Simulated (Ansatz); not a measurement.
`CC(C)[NH][Zr]([OH])([OH])[OH]` and `CC(C)[NH][Zr]([OH])([OH])[NH]C(C)C` differ in one atom or group.

Ansatz, PBE0-D4/def2-TZVP geometries, multiplicity 1. Each molecule was computed in one conformer, which needn't be the lowest.

Elements past krypton have def2 core potentials.

```json
{"property": "HOMO–LUMO gap (PBE/def2-TZVPP) / eV", "`CC(C)[NH][Zr]([OH])([OH])[OH]`": "4.38"}
{"property": "size of the dipole moment (B3LYP/def2-TZVPP) / D", "`CC(C)[NH][Zr]([OH])([OH])[OH]`": "0.43"}
{"property": "LUMO energy (PBE/def2-TZVPP) / eV", "`CC(C)[NH][Zr]([OH])([OH])[OH]`": "-0.71"}
{"property": "HOMO energy (B3LYP/def2-TZVPP) / eV", "`CC(C)[NH][Zr]([OH])([OH])[OH]`": "-6.18"}
{"property": "HOMO–LUMO gap (B3LYP/def2-TZVPP) / eV", "`CC(C)[NH][Zr]([OH])([OH])[OH]`": "5.89"}
{"property": "HOMO energy (ωB97M-V/def2-TZVPP) / eV", "`CC(C)[NH][Zr]([OH])([OH])[OH]`": "-8.70"}
```

(1) Give the same properties after the change, and the shifts. (An estimate is asked.)

## Answers

(1) Computed: 
```tsv
property	`CC(C)[NH][Zr]([OH])([OH])[NH]C(C)C`	shift
HOMO–LUMO gap (PBE/def2-TZVPP) / eV	4.30	-0.08
size of the dipole moment (B3LYP/def2-TZVPP) / D	0.53	0.10
LUMO energy (PBE/def2-TZVPP) / eV	-0.66	0.05
HOMO energy (B3LYP/def2-TZVPP) / eV	-6.02	0.16
HOMO–LUMO gap (B3LYP/def2-TZVPP) / eV	5.85	-0.04
HOMO energy (ωB97M-V/def2-TZVPP) / eV	-8.55	0.15
```

With PBE0 the HOMO rises by 0.16 eV and the LUMO rises by 0.10 eV, so the gap narrows by about 0.06 eV. PBE moves the HOMO by 0.15 eV and ωB97M-V by 0.15 eV. Dipoles are sizes alone; their direction can turn.

B3LYP here is the variant with VWN-RPA as its local correlation; programs differ in this.

Positive LUMOs are unbound, so they and the gaps depend on the basis.
